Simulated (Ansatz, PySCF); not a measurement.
Molecule: difluoroboranylsilane, BSiH3F2, net charge 0, singlet state. SMILES: [SiH3]B(F)F
Geometry: optimised at B3LYP-D3(BJ)/def2-TZVP (Ansatz, a quantum-chemistry and plane-wave program).

B3LYP/6-31G* beside other levels, property by property. Terms: six Cartesian d functions in 6-31G* and its kin unless marked 5d; non-relativistic; open shells spin-unrestricted; atomisation electronic, to ground-state atoms; dispersion terms only where a functional's name holds one; valence correlation only; each state is the SCF solution reached for its charge and spin; spin-orbit terms left out. Basis-set limits of correlation are two-point, X^-3; Hartree-Fock from the larger set (for Q and 5 zeta extrapolated as (X+1)exp(-9√X)). [CCSD(T)-MP2]/basis is that difference in the basis named. Ab initio and DFT rows: single points at B3LYP-D3(BJ) geometries (Ansatz). Levels can end on unlike triplets.

Coupled cluster (Ansatz) is a level with limits of its own, used here on species with T1 under 0.025 (0.045 for open shells) and stable references: (a) RI-MP2/CBS(aug-cc-pV(T+d)Z,aug-cc-pV(Q+d)Z)+[CCSD(T)-MP2]/aug-cc-pV(T+d)Z; (b) CCSD(T)/CBS(cc-pV(Q+d)Z,cc-pV(5+d)Z).

```json
[
 {"property": "vertical triplet-singlet gap, E(triplet) - E(singlet) (eV)", "B3LYP/6-31G* (Ansatz)": "5.61", "HF/6-31G* (Ansatz)": "5.69", "PBE/6-31G* (Ansatz)": "5.30", "M06-2X/6-31G* (5d) (PySCF)": "5.79", "to compare with": "5.65 coupled cluster (a)"},
 {"property": "vertical ionisation energy to the doublet (eV)", "B3LYP/6-31G* (Ansatz)": "11.35", "HF/6-31G* (Ansatz)": "11.13", "PBE/6-31G* (Ansatz)": "10.96", "M06-2X/6-31G* (5d) (PySCF)": "11.56", "to compare with": "11.87 coupled cluster (a)"},
 {"property": "atomisation energy (kcal/mol)", "B3LYP/6-31G* (Ansatz)": "612.6", "HF/6-31G* (Ansatz)": "472.5", "PBE/6-31G* (Ansatz)": "624.9", "M06-2X/6-31G* (5d) (PySCF)": "616.6", "to compare with": "613.9 coupled cluster (b)"}
]
```

As the rows show:
- vertical triplet-singlet gap, E(triplet) - E(singlet): B3LYP/6-31G* lies 0.04 eV below coupled cluster.
- vertical ionisation energy to the doublet: B3LYP/6-31G* lies 0.52 eV below coupled cluster.
- atomisation energy: B3LYP/6-31G* lies 1.3 kcal/mol below coupled cluster.

The properties are those with a value to compare with, at most eight drawn at random. No case is left out for the size of its miss. Left out are saddle points of the reference geometry, anions that the best level run finds unbound, excited spin states, species near biochemistry, 298 K rows of species without real B3LYP wavenumbers, cases with under five habitual levels, runs that failed or that the program found above a lower state of the same kind, table entries that another table contradicts, and a share of species set aside by lot.
